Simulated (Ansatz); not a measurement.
`F[SiH2][AlH][GeH3]` + `CN(C)N[SiH3]` → `F[SiH2][AlH][NH][SiH3]` + `C[N](C)[GeH3]`  (redistribution)

Calculated with Ansatz (gas phase, PBE0-D4/def2-TZVP geometries, no zero-point term in ΔE). CCSD(T)/CBS adds triple-zeta CCSD(T) − MP2 to the extrapolated MP2 energy (def2 sets, frozen cores). Functionals use def2-TZVPP. B3LYP here is the variant with VWN-RPA as its local correlation; programs differ in this. For Ge outer-core shells are correlated without core-valence functions, which leaves a few kJ/mol of doubt a bond. Scalar relativity is left out up to krypton. Each species was taken in one conformer, which may not be the lowest.

`F[SiH2][AlH][GeH3]`:

```xyz
10

F     0.212   -0.553    3.446
Si    0.240    0.331    2.098
Al   -0.192   -1.004    0.070
Ge   -0.157    0.153   -2.124
H    -0.773    1.414    2.263
H     1.574    0.998    2.039
H    -0.478   -2.566    0.133
H    -0.028    1.684   -2.001
H    -1.431   -0.130   -2.945
H     1.034   -0.327   -2.980
```

`CN(C)N[SiH3]`:

Z-matrix (Å, degrees):
```
C
N 1 1.446
H 1 1.105 2 113.3
H 1 1.091 2 109.5 3 121.0
H 1 1.092 2 109.2 3 -120.1
C 2 1.447 1 112.2 3 61.3
N 2 1.407 1 112.3 3 -65.0
H 6 1.090 2 109.3 1 177.5
H 6 1.092 2 109.0 1 58.8
H 6 1.103 2 113.2 1 -61.5
Si 7 1.726 2 127.7 1 53.9
H 7 1.006 2 111.5 1 -112.5
H 11 1.485 7 104.4 2 176.6
H 11 1.492 7 115.0 2 -64.3
H 11 1.488 7 111.8 2 57.3
```

`F[SiH2][AlH][NH][SiH3]`:

Cartesian coordinates in Å:
```
F -1.991 -1.544 -0.717
Si -0.902 -1.001 -1.779
Al 0.080 1.121 -0.984
N 0.616 1.204 0.714
Si 0.611 -0.047 1.907
H -1.615 -0.852 -3.080
H 0.110 -2.081 -1.965
H 0.281 2.418 -1.876
H 0.985 2.092 1.031
H 0.172 -1.294 1.227
H 1.967 -0.257 2.486
H -0.315 0.242 3.036
```

`C[N](C)[GeH3]`:

Cartesian coordinates in Å:
```
C -0.829 0.845 0.876
N 0.040 -0.178 0.348
C 1.422 0.238 0.305
Ge -0.583 -1.127 -1.100
H -0.832 1.774 0.280
H -0.516 1.114 1.893
H -1.858 0.481 0.936
H 1.764 0.498 1.314
H 1.598 1.118 -0.337
H 2.056 -0.575 -0.057
H -1.985 -1.639 -0.732
H 0.402 -2.282 -1.339
H -0.678 -0.268 -2.387
```

(1) Is it downhill or uphill in electronic energy at CCSD(T)/CBS, and by how much? (Best estimate.)

(2) What do these levels give: PBE-D4, r2SCAN-D4, ωB97M-V, B2PLYP, PBE, r2SCAN, B3LYP, HF/def2-TZVPP, MP2/def2-TZVPP, SCS-MP2/def2-TZVPP, HF/CBS(def2), CCSD/CBS(def2)? (An estimate is asked.)

Largest T1 diagnostic among the species: 0.012.

Results:

(1) Computed: Downhill: ΔE = -2.45 eV.

(2) Computed: PBE-D4 -2.12, r2SCAN-D4 -2.33, ωB97M-V -2.38, B2PLYP -2.44, PBE -2.11, r2SCAN -2.33, B3LYP -2.30, HF/def2-TZVPP -2.51, MP2/def2-TZVPP -2.63, SCS-MP2/def2-TZVPP -2.60, HF/CBS(def2) -2.53, CCSD/CBS(def2) -2.45 eV.

From PBE to PBE0 (25 % exact exchange), in def2-TZVPP and without D4, ΔE moves by −0.08 eV. The D4 term adds −0.03 eV with B3LYP and −0.02 eV with PBE0; it sums over pairs of atoms, weighted by their polarisabilities, and B3LYP, whose exchange is more repulsive, gets the larger term.
